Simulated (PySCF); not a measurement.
Excitation energy of Ni²⁺ by level of theory

Ni²⁺ [Ar] 3d8 (3F) → Ni²⁺ [Ar] 3d7 4s1, s spin flipped, as a difference of total energies. All numbers are calculated (PySCF 2.14, the spin-free X2C one-electron Hamiltonian (Gaussian nucleus), in aug-cc-pVDZ-DK (7s6p4d2f, 59 functions)). Correlated levels: valence: [Ar] frozen. The calculations carry no spin-orbit coupling.

```csv
method,excitation energy (cm⁻¹)
UHF,48701
LDA,61427
PBE,60548
PBE0,59337
r2SCAN,60804
MN15,67257
r2SCAN0,59127
revPBE,60978
BHandHLYP,55517
MP2 (valence),60573
SCS-MP2 (valence),59676
```

The upper determinant mixes two multiplicities, so it lies between the two terms.
